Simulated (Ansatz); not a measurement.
The same path of BFH2O + ClH (7 atoms, charge 0, multiplicity 1) was run twice with different band settings. Lost on the way: B1–F2, Cl6–H7. Made: B1–Cl6, F2–H7.

Computed with Ansatz 0.2.0, RKS PBE0/def2-SVP.

Relaxed end points:

```xyz
7
Properties=species:S:1:pos:R:3
B 0.022 -0.373 -0.128
F -0.100 -0.356 1.210
H 1.096 -0.171 -0.625
O -1.043 -0.639 -0.891
H -1.856 -0.784 -0.392
Cl -0.339 2.868 1.272
H -0.111 1.697 1.759
```

```xyz
7
Properties=species:S:1:pos:R:3
B -0.227 0.466 -0.361
F 0.065 -0.054 2.281
H 0.837 -0.049 -0.582
O -1.413 -0.106 -0.579
H -1.337 -1.023 -0.866
Cl -0.244 2.155 0.213
H -0.014 0.853 2.098
```

Common settings: movable images 5; climbing image yes; spring 5.0 eV/Å²; optimiser quadratic models (default); start path through a guess of the saddle point; iteration limit 60; end points relaxed.

| run | force threshold |
| --- | --- |
| 1 | 0.05 eV/Å |
| 2 | 0.5 eV/Å |

Question: What does each run give, and how far can it be trusted?

Answer: Run 1: converged after 34 iterations, highest image 1.187 eV above the first end. Beside the main top the profile has a ripple of under 15 meV (maxima at images 2, 5), which may be a very shallow well or noise. A vibrational analysis at the climbing image gives one clearly imaginary mode, 734i cm⁻¹: a first-order saddle point.
Run 2: converged after 5 iterations, highest image 1.301 eV above the first end. The threshold of 0.5 eV/Å is loose, so the images may lie well off the minimum-energy path. The order of the stationary point at the top wasn't checked.
The orbitals stay closed-shell, which can raise the energy where a bond breaks towards radicals; this wasn't checked here.
